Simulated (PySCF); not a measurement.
**The 9-electron isoelectronic series, non-relativistic**

All values are computed (PySCF 2.14, energy differences of UHF-based or UKS calculations, no spin-orbit coupling). Each ion has its own even-tempered basis scaled to its charge (17s11p6d5f4g for the first); frozen: nothing. Ionisation energies in eV.

```
    ion      configuration     UHF     LDA     PBE    PBE0  r2SCAN  MP2 (all electrons)  NIST (with spin-orbit, Breit and QED)
Zr(31+)  [He] 2s2 2p5 (2P)  3935.2  3934.0  3935.5  3935.9  3938.0               3936.8                           3950 ± 7 (s)
Mo(33+)  [He] 2s2 2p5 (2P)  4412.8  4411.3  4413.0  4413.4  4415.7               4414.4                           4430 ± 7 (s)
Ru(35+)  [He] 2s2 2p5 (2P)  4917.7  4915.9  4917.8  4918.2  4920.6               4919.3                           4939 ± 8 (s)
Pd(37+)  [He] 2s2 2p5 (2P)  5449.8  5447.7  5449.7  5450.2  5452.7               5451.4                           5475 ± 9 (s)
Cd(39+)  [He] 2s2 2p5 (2P)  6009.1  6006.7  6008.9  6009.4  6012.1               6010.7                           6039 ± 9 (s)
Sn(41+)  [He] 2s2 2p5 (2P)  6595.6  6593.0  6595.3  6595.9  6598.7               6597.2                          6631 ± 10 (s)
Te(43+)  [He] 2s2 2p5 (2P)  7209.3  7206.4  7208.9  7209.5  7212.4               7210.9                           7243 ± 4 (t)
Xe(45+)  [He] 2s2 2p5 (2P)  7850.3  7847.0  7849.7  7850.4  7853.4               7851.9                           7889 ± 4 (t)
Ba(47+)  [He] 2s2 2p5 (2P)  8518.4  8514.9  8517.8  8518.4  8521.6               8520.0                           8565 ± 4 (t)
Ce(49+)  [He] 2s2 2p5 (2P)  9213.8  9210.0  9213.0  9213.7  9217.0               9215.4                           9269 ± 4 (t)
```

Each ion has its own basis, which adds noise of up to about 0.1 % along the series.

NIST values marked (s) are semi-empirical, (t) theoretical. Open shells are high-spin determinants of the terms that Hund's rules give.

All relativistic terms are absent from the calculated values; where these lie close to NIST, scalar and spin-orbit shifts of opposite sign can cancel.
